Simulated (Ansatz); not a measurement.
```xyz
8

F    -0.721   -2.578   -0.252
Si   -0.587   -1.174    0.457
F    -1.912   -0.982    1.297
Br    1.073   -1.333    1.902
O    -0.369   -0.011   -0.587
In    0.656    1.703   -0.874
H     1.437    2.203    0.546
H     0.423    2.173   -2.488
```

Total charge 0; spin multiplicity 1. In: def2 effective core potential.

Question: List the r2SCAN/def2-TZVPP orbital energies in eV (the Gaussian-basis code of Ansatz). (Best estimate.)

Answer: Ansatz gave: Occupied: -13121.93, -1793.43, -1695.16, -1525.91, -1525.86, -1525.86, -666.24, -666.23, -515.69, -234.82, -175.03, -174.85, -174.85, -143.55, -126.47, -98.46, -98.44, -98.38, -83.22, -82.90, -82.84, -68.88, -68.82, -68.82, -68.68, -68.68, -31.70, -31.19, -25.60, -20.52, -20.32, -20.29, -20.26, -20.15, -20.10, -14.13, -12.50, -12.42, -11.76, -11.19, -10.75, -10.41, -10.34, -9.41, -8.99, -8.60, -8.08, -7.69, -7.56. Lowest empty: -2.61, -1.40, -0.48, 0.69, 1.66, 2.03, 2.18, 2.50.
